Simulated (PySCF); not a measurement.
**From computed data to an observable: oscillator strength and radiative lifetime**

CH7FO2Si2, SMILES [SiH3]C[Si](O)(O)F.

The structure is a stationary point at PBE-D3(BJ)/def2-SVP. The structure was generated by enumeration, and PubChem lists no compound with its InChIKey, so it may never have been made. One conformer was computed; it need not be the lowest.

PySCF with TDA-M06-2X/def2-SVPD puts the first singlet state with f over 0.02 at 7.93 eV (vertical), with the transition dipole (0.587, 0.390, -0.040) in atomic units.

**Question.** Find the oscillator strength, the wavelength and the radiative lifetime that this transition would have in vacuum if emission retraced absorption.

**Answer.** 
|μ|² = 0.4983 au, so |μ| = 1.79 D. ΔE = 7.93/27.211 = 0.2914 hartree. f = (2/3) ΔE |μ|² = 0.097 (the program prints 0.097).
λ = 1239.84/7.93 = 156 nm; ν = 63960 cm⁻¹.
Einstein's coefficient A = 0.6670 ν² f s⁻¹ (ν in cm⁻¹) = 2.6e8 s⁻¹, so τ = 1/A = 3.8 ns. This state is S1. The figure is the radiative limit of this one transition; relaxation, internal conversion, crossing to triplets and a medium change what is measured.
